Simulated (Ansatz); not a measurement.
This geometry of CH₇AlN₂ (11 atoms, charge 0, multiplicity 1) is a first-order saddle point.

Method: RKS PBE0/def2-SVP (Ansatz).

```xyz
11
Properties=species:S:1:pos:R:3
N -1.193 1.409 -0.087
C 0.013 0.759 -0.459
N 0.509 -0.214 0.500
Al 0.818 -1.952 0.283
H -1.213 2.391 0.127
H -2.070 0.912 -0.093
H 0.765 1.552 -0.630
H -0.084 0.227 -1.426
H 0.633 0.213 1.416
H 0.533 -2.586 -1.146
H 1.356 -2.769 1.535
```

Problem. Which two structures does it join? (They come from a converged band through this point; their orientation in space is the band's.)

Solution. No bond is made or broken. The height of N1 over the plane of its neighbours goes from 0.37 to -0.38 Å.

Initial state:

```xyz
11
Properties=species:S:1:pos:R:3
N -1.132 1.458 0.205
C 0.033 0.809 -0.357
N 0.506 -0.238 0.510
Al 0.801 -1.958 0.164
H -1.375 2.294 -0.322
H -1.937 0.834 0.176
H 0.800 1.596 -0.493
H -0.125 0.363 -1.362
H 0.646 0.124 1.451
H 0.495 -2.484 -1.304
H 1.352 -2.855 1.352
```

Final state:

```xyz
11
Properties=species:S:1:pos:R:3
N -1.208 1.464 -0.300
C 0.056 0.812 -0.534
N 0.499 -0.147 0.463
Al 0.711 -1.909 0.311
H -1.172 2.030 0.545
H -1.938 0.769 -0.152
H 0.815 1.607 -0.662
H -0.003 0.285 -1.501
H 0.716 0.303 1.350
H 0.370 -2.574 -1.090
H 1.220 -2.697 1.591
```

Problem. How far does it lie above each of them?

Solution. 3.3 kcal/mol above the first and 4.2 kcal/mol above the second. This is the barrier of this one path; another mechanism may lie lower.

The run took 77 s on 2 threads of Arm Neoverse V1, on a shared host, peak memory 0.19 GiB.
